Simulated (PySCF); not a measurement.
# H2Li2O2: core ionisation energies

Species: (LiOH)2 ring, H2Li2O2.
Geometry (PBE0-D3(BJ)/def2-SVP, Å), atoms numbered from 1 in this order:
```xyz
6
H2Li2O2 angstrom
Li     0.804   -0.196    0.746
O     -0.352    1.126    0.674
Li    -0.804    0.196   -0.747
O      0.352   -1.126   -0.675
H     -0.599    1.918    1.148
H      0.598   -1.919   -1.147
```

Computed with PySCF, delta-SCF UKS SCAN, pcX-2 on the ionised atom, pcseg-1 elsewhere, spin-free X2C. Vertical ΔSCF values, vacuum level as zero.

Question: Give the core binding energies atom by atom.

Answer: 
```json
{"atom(s)": "O2/O4", "environment": "oxygen bonded to 2 Li and H", "level": "O 1s", "binding energy (eV)": "535.90", "count": "2"}
{"atom(s)": "Li1/Li3", "environment": "lithium bonded to 2 O", "level": "Li 1s", "binding energy (eV)": "61.53", "count": "2"}
```

Question: Which photon wavelength matches the Li 1s of Li1/Li3 threshold?

Answer: λ = hc/E = 12398.42 eV Å / 61.53 eV = 201.502 Å.

The first atom of each set that the bonding makes equivalent was ionised and stands for the set. Geometry: PBE0-D3(BJ)/def2-SVP, one conformer, isolated molecule.
